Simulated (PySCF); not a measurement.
C2H5O2, SMILES OCC[O], multiplicity 2. The structure is a stationary point at ωB97X-D3(BJ)/def2-SVP. The isomer is the one that the SMILES or the coordinates give; other isomers of the formula were not compared. The values are those of a single conformer.

Method: ωB97X-D3(BJ)/def2-SVP (PySCF).

Harmonic wavenumbers (cm⁻¹): 150, 272, 315, 421, 540, 884, 973, 1055, 1135, 1197, 1256, 1319, 1383, 1408, 1489, 1524, 2963, 3023, 3035, 3158, 3882. Rotational constants (GHz): 17.09, 5.426, 4.728; symmetry number 1.

### Question
Work out the zero-point energy and the ideal-gas rigid-rotor harmonic-oscillator thermochemistry at 298.15 K and 1 atm.

### Answer
ZPE = ½ Σ hcν = ½ × 31382 cm⁻¹ = 44.86 kcal/mol. H − E(el) = 48.61 kcal/mol. Entropy in cal/(mol K): translation 38.25, rotation 24.11, vibration 7.58, spin 1.38, total 71.31. G − E(el) = 27.35 kcal/mol. Cp = 18.19 cal/(mol K).
